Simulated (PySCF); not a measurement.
CH4MoO2S, SMILES [SH][Mo](=[O])(=[O])[CH3], multiplicity 1.

The structure is a stationary point at PBE0-D3(BJ)/def2-SVP. The multiplicity is an assumed one; no other spin state was optimised. The structure was generated by enumeration; whether it is a known compound was not checked. The def2 effective core potentials stand for the cores of Mo; spin–orbit coupling is left out. Other conformers were not sampled.

Calculation: TDA-PBE/def2-SVPD run with PySCF 2.14.0.

Vertical excitations. Gas-phase values at a fixed geometry.

Computed lowest excited states:
| state | energy (eV) | λ (nm) | f | main pairs |
|---|---|---|---|---|
| S1 | 3.97 | 312 | 0.011 | HOMO−1→LUMO 71 %, HOMO→LUMO 21 % |
| S2 | 4.06 | 305 | 0.001 | HOMO→LUMO+1 83 % |
| S3 | 4.15 | 299 | 0.004 | HOMO−2→LUMO 87 % |
| S4 | 4.18 | 297 | 0.051 | HOMO→LUMO 61 %, HOMO−1→LUMO 17 % |
| S5 | 4.68 | 265 | 0.001 | HOMO−2→LUMO+1 98 % |
| S6 | 4.80 | 258 | 0.002 | HOMO−1→LUMO+1 85 % |
| S7 | 4.97 | 249 | 0.022 | HOMO−3→LUMO 78 %, HOMO→LUMO+2 12 % |
| S8 | 5.32 | 233 | 0.007 | HOMO−3→LUMO+1 53 %, HOMO→LUMO+2 39 % |
| S9 | 5.43 | 228 | 0.027 | HOMO−3→LUMO+1 38 %, HOMO→LUMO+2 37 %, HOMO−1→LUMO+2 10 % |
| S10 | 5.66 | 219 | 0.014 | HOMO−4→LUMO 68 %, HOMO−5→LUMO 15 % |
| T1 | 3.20 | 387 | 0 | HOMO→LUMO 99 % |
| T2 | 3.69 | 336 | 0 | HOMO−1→LUMO 99 % |
| T3 | 3.78 | 328 | 0 | HOMO−2→LUMO 97 % |
| T4 | 3.96 | 313 | 0 | HOMO→LUMO+1 96 % |
Triplets are in the Tamm–Dancoff approximation.
